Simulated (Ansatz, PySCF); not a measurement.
B(F)(NMe2)(SiH3) (C2H9BFNSi), SMILES CN(C)B(F)[SiH3]. Atoms are numbered in the order given.

```xyz
15

B     -0.1876    -0.5121     0.0928
F     -0.9265    -1.5937    -0.2487
N     -0.2202     0.6008    -0.7599
C      0.5223     1.8205    -0.5116
C     -1.0127     0.6233    -1.9789
H      1.2291     2.0291    -1.3346
H     -0.1570     2.6870    -0.4220
H      1.1003     1.7459     0.4201
H     -1.7549     1.4408    -1.9490
H     -0.3689     0.7817    -2.8624
H     -1.5435    -0.3295    -2.0970
Si     0.9078    -0.5819     1.8080
H      0.5024     0.5035     2.7570
H      2.3659    -0.3812     1.5312
H      0.7440    -1.8924     2.5048
```

Coordinates come from a ωB97X-D3(BJ)/def2-SVP optimisation. The values are those of a single conformer.

Two levels are set side by side: PBE-D3(BJ)/def2-SVP (Ansatz, a quantum-chemistry and plane-wave program) and ωB97X-D3(BJ)/def2-SVP (PySCF). Each level has its own optimised geometry; the coordinates shown are those of the second. Frequencies come from the Hessian of PySCF at each geometry. Differences are taken from unrounded values.

```tsv
quantity	ωB97X-D3(BJ)
mean bond length (Å)	1.343
bond B1–F2 (Å)	1.354
bond B1–N3 (Å)	1.402
bond B1–Si12 (Å)	2.036
bond N3–C4 (Å)	1.449
bond N3–C5 (Å)	1.454
bond C4–H6 (Å)	1.105
bond C4–H7 (Å)	1.105
bond C4–H8 (Å)	1.099
bond C5–H9 (Å)	1.105
bond C5–H10 (Å)	1.105
bond C5–H11 (Å)	1.097
bond Si12–H13 (Å)	1.498
bond Si12–H14 (Å)	1.498
bond Si12–H15 (Å)	1.493
highest harmonic wavenumber (cm⁻¹)	3204
mean harmonic wavenumber (cm⁻¹)	1307
zero-point energy (kcal/mol)	72.86
```

### Question
What does PBE-D3(BJ) give, and how far is it from ωB97X-D3(BJ)? (The exact figures need the calculation; the answer reports its results.)

### Answer

| quantity | PBE-D3(BJ) | PBE-D3(BJ) minus ωB97X-D3(BJ) |
|---|---|---|
| mean bond length (Å) | 1.351 | 0.008 |
| bond B1–F2 (Å) | 1.358 | 0.004 |
| bond B1–N3 (Å) | 1.411 | 0.009 |
| bond B1–Si12 (Å) | 2.042 | 0.005 |
| bond N3–C4 (Å) | 1.450 | 0.001 |
| bond N3–C5 (Å) | 1.456 | 0.002 |
| bond C4–H6 (Å) | 1.113 | 0.009 |
| bond C4–H7 (Å) | 1.113 | 0.009 |
| bond C4–H8 (Å) | 1.107 | 0.008 |
| bond C5–H9 (Å) | 1.113 | 0.008 |
| bond C5–H10 (Å) | 1.113 | 0.008 |
| bond C5–H11 (Å) | 1.105 | 0.008 |
| bond Si12–H13 (Å) | 1.511 | 0.013 |
| bond Si12–H14 (Å) | 1.511 | 0.013 |
| bond Si12–H15 (Å) | 1.506 | 0.013 |
| highest harmonic wavenumber (cm⁻¹) | 3100 | -104 |
| mean harmonic wavenumber (cm⁻¹) | 1254 | -53 |
| zero-point energy (kcal/mol) | 69.89 | -2.97 |

Exact exchange shortens and stiffens bonds; PBE has none. Differences between two approximate levels are no errors against the true value.
